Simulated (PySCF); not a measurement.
**K: electron affinity**

K⁻ [Ar] 4s2 (1S) → K [Ar] 4s1 (2S), as a difference of total energies. Computed with PySCF 2.14 in x2c-QZVPPall with one added diffuse shell each of s, p, d, f type (12s8p5d4f, 89 functions), with scalar relativity by spin-free X2C-1e. Correlated levels: valence: [Ar] frozen. The calculations carry no spin-orbit coupling.

```tsv
method	electron affinity (eV)	error (eV)
UHF	-0.085	-0.586
MP2 (valence)	0.292	-0.209
SCS-MP2 (valence)	0.368	-0.133
CCSD (valence)	0.493	-0.008
```

Reference: 0.501 eV (measured; photodetachment measurements, as compiled on the Wikipedia data page of electron affinities).

Errors of the correlated levels include the incompleteness of this basis and the frozen core.

A negative affinity means that the anion lies above the atom at that level of theory.

With two correlated electrons CCSD is exact in that space.

The coupled-cluster amplitudes are large for K⁻ (T1 above 0.03 or a double amplitude above 0.15), so a single reference is strained.
